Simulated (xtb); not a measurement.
LaF3, SMILES [F][La]([F])[F]. All values are semi-empirical tight-binding results from xtb (GFN2-xTB unless named), good for trends rather than for accurate numbers. The structure is a stationary point at GFN2-xTB. The isomer is the one that the SMILES or the coordinates give; other isomers of the formula were not compared.

A frequency run showed that this geometry is not a minimum.

For metal compounds this method's bond lengths and energies can be far off.

Estimate the properties. (An estimate is asked for; the answer gives what the named calculation found.)


```yaml
point_group_as_xtb_finds_it: C3v
orbital_gap: 2.64 eV
```
